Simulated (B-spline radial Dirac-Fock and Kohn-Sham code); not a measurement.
Two-hole binding energies of As⁺

System: the As⁺ ion, configuration 1s2 2s2 2p6 3s2 3p6 3d10 4s2 4p2.

Input file task.json (cfg lists n, l and occupation; rrms is the nuclear radius in fm):

```json
{"items": [{
  "Z": 33,
  "q": 1,
  "cfg": [[1, 0, 2], [2, 0, 2], [2, 1, 6], [3, 0, 2], [3, 1, 6], [3, 2, 10], [4, 0, 2], [4, 1, 2]],
  "A": 75,
  "rrms": 4.0968,
  "do": ["binding", "quiet", "double"]
}]}
```

Run with: `python xray_run.py task.json out`

Calculated with a radial B-spline solver, using multi-electron Dirac-Fock with separately optimised hole states, Breit and Lamb-shift corrections added in first order. U is the two-hole binding energy less the two single-hole energies, the effective repulsion of the holes after relaxation. Each two-hole energy is an average over J within one jj subconfiguration.

| holes | E(a) (eV) | E(b) (eV) | E(ab) (eV) | U (eV) |
| --- | --- | --- | --- | --- |
| 1s⁻¹ 2p3/2⁻¹ | 11886.0 | 1343.5 | ? | ? |
| 1s⁻¹ 3d3/2⁻¹ | 11886.0 | 60.15 | 11974.4 | 28.2 |
| 2s⁻¹ 2p1/2⁻¹ | 1555.4 | 1379.3 | 3001.6 | 66.8 |
| 2s⁻¹ 2p3/2⁻¹ | 1555.4 | 1343.5 | 2965.0 | 66.0 |
| 2p1/2⁻¹ 2p3/2⁻¹ | 1379.3 | 1343.5 | 2804.5 | 81.7 |
| 2s⁻¹ 3p1/2⁻¹ | 1555.4 | 167.8 | 1753.8 | 30.6 |
| 2s⁻¹ 3d3/2⁻¹ | 1555.4 | 60.15 | 1645.0 | 29.4 |
| 2s⁻¹ 3d5/2⁻¹ | 1555.4 | 59.46 | 1644.1 | 29.2 |
| 2p1/2⁻¹ 3s⁻¹ | 1379.3 | 228.0 | 1638.2 | 30.8 |
| 2p3/2⁻¹ 3s⁻¹ | 1343.5 | 228.0 | 1602.3 | 30.8 |
| 2p1/2⁻¹ 3p3/2⁻¹ | 1379.3 | 162.8 | 1573.2 | 31.0 |
| 2p3/2⁻¹ 3p1/2⁻¹ | 1343.5 | 167.8 | 1542.7 | 31.3 |
| 2p3/2⁻¹ 3d3/2⁻¹ | 1343.5 | 60.15 | 1433.3 | 29.6 |
| 3p3/2⁻² | 162.8 | 162.8 | 351.5 | 25.8 |

Q: Give the missing two-hole energy and U.

A: E(ab) = 13349.4 eV and U = 119.9 eV.
